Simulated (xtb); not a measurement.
methylsilylboronic acid (CH₇BO₂Si), SMILES B([SiH2]C)(O)O. All values are semi-empirical tight-binding results from xtb (GFN2-xTB unless named), good for trends rather than for accurate numbers. Geometry optimised at GFN2-xTB. One conformer was computed; it need not be the lowest.

```yaml
orbital_gap: 4.37 eV
dipole_moment: 2.00 D
zero_point_energy: 53.3 kcal/mol
G − E(el) at 298.15 K (modified RRHO): 33.1 kcal/mol
static polarisability (D4 model): 64.7 bohr³
solvation energy, GFN2-xTB/ALPB(water): -7.4 kcal/mol
solvation energy, GFN2-xTB/ALPB(dmso): -11.7 kcal/mol
```
